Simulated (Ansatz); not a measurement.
`C=C[SiH2][AlH2]` + HBr → `C=C[SiH2]Br` + `[AlH3]` at 700 K and 1 bar (cleavage of the Si–Al bond).

Isolated molecules relaxed with PBE0-D4/def2-TZVP in Ansatz; ΔE leaves out vibrations. CBS: MP2 limit from def2 TZ/QZ plus the TZ coupled-cluster correction, frozen cores. This one scheme is used for every species. For Br outer-core shells are correlated without core-valence functions, which leaves a few kJ/mol of doubt a bond. Scalar relativity is left out up to krypton. One conformer a species, not always the lowest.

```
          species  CCSD(T)/CBS energy (Eh)  H − E (kJ/mol)  S (J/(mol·K))
`C=C[SiH2][AlH2]`               -611.35956           272.7          483.1
              HBr              -2573.91920            36.5          223.7
    `C=C[SiH2]Br`              -2941.53535           225.4          430.2
         `[AlH3]`               -243.78045            80.2          251.4
```

H − E and S are ideal-gas, rigid-rotor, harmonic terms from PBE0-D4/def2-TZVP, for one conformer and one mirror image of each species. 1 Eh = 2625.50 kJ/mol, R = 8.31446 J/(mol·K).

By hand: ΔE, ΔH, ΔS and ΔG.

ΔE = (-2941.53535) + (-243.78045) − (-611.35956) − (-2573.91920) = -0.03704 Eh = -97.2 kJ/mol. Δ(H − E) = 225.4 + 80.2 − 272.7 − 36.5 = -3.6, so ΔH = -100.8 kJ/mol. ΔS = 430.2 + 251.4 − 483.1 − 223.7 = -25.2 J/(mol·K). ΔG = -100.8 − 700 × (-25.2)/1000 = -83.2 kJ/mol.

By hand: the equilibrium constant, and the temperature at which ΔG would vanish if ΔH and ΔS stayed fixed.

log₁₀ K = −ΔG/(RT ln 10) = 6.2. ΔG = 0 at ΔH/ΔS = 4000 K, far beyond where these terms or the molecules hold.

ΔH outweighs TΔS. A doubt of 5 kJ/mol in ΔE shifts log₁₀ K by 0.4 here. Other conformers and mirror images would add mixing entropy, several J/(mol·K) or more a flexible species. Modes under 60 cm⁻¹, often nearly free rotors, make the harmonic entropy too high. These are equilibria of isolated gas molecules and say nothing of rates. Largest T1 diagnostic: 0.012 (customary marks: 0.02 for closed shells, 0.045 for open ones).
